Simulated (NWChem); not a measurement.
Everything below was run with NWChem. System: C$_{3}$H$_{7}$O, charge 1, spin multiplicity 1, at the geometry of a parent with another charge or spin, in a state set for the comparison that need not be this species' ground state. Level: MP2/def2-TZVP, 4 core orbitals frozen.

Job file:

```
start mol
memory heap 200 mb stack 900 mb global 1100 mb
charge 1
geometry units angstroms nocenter noautoz noautosym
  C      1.499302     0.465458     0.439434
  O      0.681071     0.196719    -0.603411
  C     -0.430764    -0.647954    -0.341153
  C     -1.562910     0.077321     0.373194
  H      2.349602     1.098855     0.178862
  H      1.587970    -0.286884     1.235004
  H     -0.097114    -1.526086     0.246265
  H     -0.764634    -1.012950    -1.324926
  H     -1.906752     0.938981    -0.219905
  H     -1.235002     0.447982     1.356718
  H     -2.416404    -0.602598     0.526420
end
basis spherical
  * library def2-tzvp
end
scf
  rhf
  nopen 0
  maxiter 100
  thresh 1e-7
  semidirect memsize 60000000 filesize 0
end
mp2
  freeze core 4
end
task mp2 energy
```

Output (cleaned and shortened):

```
             Northwest Computational Chemistry Package (NWChem) 7.3.0
             --------------------------------------------------------

                                NWChem Input Module
                                -------------------

 Scaling coordinates for geometry "geometry" by  1.889725989
 (inverse scale =  0.529177249)

                             Geometry "geometry" -> ""
                             -------------------------

 Output coordinates in angstroms (scale by  1.889725989 to convert to a.u.)

  No.       Tag          Charge          X              Y              Z
 ---- ---------------- ---------- -------------- -------------- --------------
    1 C                    6.0000     1.49930200     0.46545800     0.43943400
    2 O                    8.0000     0.68107100     0.19671900    -0.60341100
    3 C                    6.0000    -0.43076400    -0.64795400    -0.34115300
    4 C                    6.0000    -1.56291000     0.07732100     0.37319400
    5 H                    1.0000     2.34960200     1.09885500     0.17886200
    6 H                    1.0000     1.58797000    -0.28688400     1.23500400
    7 H                    1.0000    -0.09711400    -1.52608600     0.24626500
    8 H                    1.0000    -0.76463400    -1.01295000    -1.32492600
    9 H                    1.0000    -1.90675200     0.93898100    -0.21990500
   10 H                    1.0000    -1.23500200     0.44798200     1.35671800
   11 H                    1.0000    -2.41640400    -0.60259800     0.52642000

 Effective nuclear repulsion energy (a.u.)     126.8983390729

            Nuclear Dipole moment (a.u.)
            ----------------------------
        X                 Y               Z
 ---------------- ---------------- ----------------
     0.0000037795     0.0000037795     0.0000000000


 Summary of "ao basis" -> "" (spherical)
 ------------------------------------------------------------------------------
       Tag                 Description            Shells   Functions and Types
 ---------------- ------------------------------  ------  ---------------------
 *                         def2-tzvp                  on all atoms

 Summary of "ao basis" -> "ao basis" (spherical)
 ------------------------------------------------------------------------------
       Tag                 Description            Shells   Functions and Types
 ---------------- ------------------------------  ------  ---------------------
 C                         def2-tzvp                11       31   5s3p2d1f
 O                         def2-tzvp                11       31   5s3p2d1f
 H                         def2-tzvp                 4        6   3s1p

                                 NWChem SCF Module
                                 -----------------

  ao basis        = "ao basis"
  functions       =   166
  atoms           =    11
  closed shells   =    16
  open shells     =     0
  charge          =   1.00
  wavefunction    = RHF
  use symmetry    = F
  symmetry adapt  = F

 Summary of "ao basis" -> "ao basis" (spherical)
 ------------------------------------------------------------------------------
       Tag                 Description            Shells   Functions and Types
 ---------------- ------------------------------  ------  ---------------------
 C                         def2-tzvp                11       31   5s3p2d1f
 O                         def2-tzvp                11       31   5s3p2d1f
 H                         def2-tzvp                 4        6   3s1p
[...]
  ----- ------------  ---------------      ----- ------------  ---------------
    67      2.109366   3 C  s               133     -1.840550   6 H  s
     5      1.398920   1 C  s               139     -1.207182   7 H  s
   127     -1.012805   5 H  s               157     -0.768487  10 H  s
    98      0.505456   4 C  s               145     -0.450326   8 H  s
    14      0.436657   1 C  pz               12      0.414336   1 C  px

 Vector   19  Occ=0.000000D+00  E=-3.545453D-03
              MO Center=  1.1D+00,  1.6D-01,  3.5D-01, r^2= 7.3D+00
   Bfn.  Coefficient  Atom+Function         Bfn.  Coefficient  Atom+Function
  ----- ------------  ---------------      ----- ------------  ---------------
    67      2.330743   3 C  s                 5     -2.041526   1 C  s
    36      1.468725   2 O  s               139     -1.215070   7 H  s
   145     -0.964325   8 H  s               127      0.932797   5 H  s
    14      0.887610   1 C  pz               98      0.736519   4 C  s
   151     -0.708922   9 H  s               133      0.686270   6 H  s

 center of mass
 --------------
 x =   0.07870797 y =   0.02990059 z =  -0.06335589

 moments of inertia (a.u.)
 ------------------
         111.335866224478         -51.980684761420          10.611933957564
         -51.980684761420         365.484547696588         -16.018364554120
          10.611933957564         -16.018364554120         357.365489745652

  Mulliken analysis of the total density
  --------------------------------------

    Atom       Charge   Shell Charges
 -----------   ------   -------------------------------------------------------
    1 C    6     5.74   0.86  1.12  0.55  0.69  0.07  1.06  1.08  0.17  0.03  0.09  0.01
    2 O    8     8.18   0.79  1.18  0.57  0.98  0.25  1.81  2.03  0.52  0.00  0.04  0.00
    3 C    6     6.03   0.85  1.12  0.48  0.68  0.05  1.20  1.27  0.22  0.03  0.11  0.01
    4 C    6     6.34   0.85  1.12  0.47  0.68  0.12  1.25  1.41  0.36  0.02  0.05  0.00
    5 H    1     0.74   0.25  0.43  0.03  0.02
    6 H    1     0.75   0.25  0.43  0.04  0.02
    7 H    1     0.85   0.26  0.49  0.08  0.02
    8 H    1     0.82   0.26  0.47  0.06  0.02
    9 H    1     0.84   0.26  0.48  0.08  0.02
   10 H    1     0.88   0.26  0.50  0.09  0.02
   11 H    1     0.83   0.26  0.48  0.07  0.02

       Multipole analysis of the density wrt the origin
       ------------------------------------------------

     L   x y z        total         open         nuclear
     -   - - -        -----         ----         -------
     0   0 0 0      1.000000      0.000000     33.000000

     1   1 0 0      1.490380      0.000000      0.000004
     1   0 1 0      0.113571      0.000000      0.000004
     1   0 0 1      0.829461      0.000000      0.000000

     2   2 0 0     -7.014848      0.000000    187.852582
     2   1 1 0      2.853837      0.000000     29.890284
     2   1 0 1      2.996987      0.000000     -3.964776
     2   0 2 0    -15.193427      0.000000     36.620264
     2   0 1 1      0.830937      0.000000      9.533435
     2   0 0 2    -15.829154      0.000000     39.799043

                   NWChem MP2 Semi-direct Energy/Gradient Module
                   ---------------------------------------------

  Basis functions       =    166
  Molecular orbitals    =    166
  Frozen core           =      4
  Frozen virtuals       =      0
  Active alpha occupied =     12
  Active beta occupied  =     12
  Active alpha virtual  =    150
  Active beta virtual   =    150
  Use MO symmetry       = F
  Use skeleton AO sym   = F

  AO/Fock/Back tols     =   1.0D-09  1.0D-09  1.0D-09

 GA uses MA = F    GA memory limited = T

 Available:
  local mem=  1.26D+08
 global mem=  1.44D+08
 local disk=  0.00D+00
  mp2_memr nvloc                   150
  nvloc new                   150
   1 passes of  12:        6291456                     146178                  83334214.
   1 passes of  12: M    126043529           G      144124088           F     119752073.

 Semi-direct pass number   1 of   1  for RHF alpha+beta  at       55.0s
  vrange nnbf                 13609
  mp2_eaftype                   317  avail_ma_in_mb                  1098
 EAF : mp2_eaftype filesize         317   41667107.
  mp2_eaf for mointskh                    317
Node 0 wrote    196.0 Mb in      0.1 s     Agg I/O rate:  3082.5 Mb/s
 Done moints_semi at       68.7s
  mp2_eaftype                   317  avail_ma_in_mb                   781
 EAF : mp2_eaftype filesize         317   41667107.
  mp2_eaf for kh                   317
 Done maket at       69.2s
 Done multipass loop at       69.2s

          -------------------------------------------
          SCF energy                -192.287831318889
          Correlation energy          -0.714851925467
          Singlet pairs               -0.468530420810
          Triplet pairs               -0.246321504657
          Total MP2 energy          -193.002683244357
          -------------------------------------------

          ---------------------------------------------------
                    Spin Component Scaled (SCS) MP2
          Same spin pairs                     -0.164214336438
          Same spin scaling factor             0.333333333333
          Opposite spin pairs                 -0.550637589029
          Opposite spin scaling fact.          1.200000000000
          SCS-MP2 correlation energy          -0.715503218981
          Total SCS-MP2 energy              -193.003334537871
          ---------------------------------------------------

 -----------------------
 Performance information
 -----------------------

 Timer overhead =  1.46D-07 seconds/call

               Nr. of calls         CPU time (s)                 Wall time (s)                GFlops
             ---------------    -------------------     ------------------------------   -------------------
Name         Min   Avg   Max    Min     Avg     Max     Min     Avg     Max   Mx/calls   Min     Max     Sum
mp2: moin     1     1     1    14.     14.     14.      14.     14.     14.     14.      0.0     0.0     0.0
mp2: make     1     1     1   0.53    0.53    0.53     0.53    0.53    0.53    0.53      0.0     0.0     0.0
mp2: tota     1     1     1    14.     14.     14.      14.     14.     14.     14.      0.0     0.0     0.0

 The average no. of pstat calls per process was 3.00D+00
 with a timing overhead of 4.39D-07s

 Task  times  cpu:       69.2s     wall:       69.2s

 Total times  cpu:       69.2s     wall:       69.2s
```
